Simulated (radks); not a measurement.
Q: Excited configurations of neutral potassium: one electron is placed in a higher orbital outside [Ar]. The ground configuration is [Ar] 4s1. Method: scalar-relativistic Kohn-Sham, PBEsol, spin-polarised, spherical densities, point nucleus; open shells are filled with parallel spins first; computed with a radial shooting solver on a logarithmic mesh with Libxc functionals. Excitation = E - E(ground); binding = E(ion) - E, where the ion is the core of charge +1; n* = 1/sqrt(2 binding) in atomic units, and the quantum defect is n - n*.

outer orbital  excitation (eV)  binding (eV)     n*  quantum defect  eigenvalue (eV)  <r> (bohr)
3d                       2.510         1.881  2.689           0.311           -0.692       8.030
4p                       1.566         2.825  2.194           1.806           -1.516       6.666
4d                       3.059         1.332  3.195           0.805           -0.680       13.75
5s                       2.415         1.977  2.624           2.376           -1.212       11.10
5p                       2.912         1.479  3.033           1.967           -0.880       14.09
6d                       3.792         0.600  4.763           1.237           -0.389       35.55
6f                       3.919         0.472  5.369           0.631           -0.305       43.39
7p                       3.772         0.620  4.686           2.314           -0.414       36.27
7d                       3.952         0.440  5.564           1.436           -0.298       51.02

Estimate the row for 4f.

A: excitation (eV) 3.448; binding (eV) 0.943; n* 3.798; quantum defect 0.202; eigenvalue (eV) -0.468; <r> (bohr) 17.02. The Delta-SCF ionisation energy is 4.391 eV (NIST Atomic Spectra Database: 4.341 eV, measured). Self-interaction in the functional shifts the binding energies and quantum defects, so they are the method's values and not measured ones.
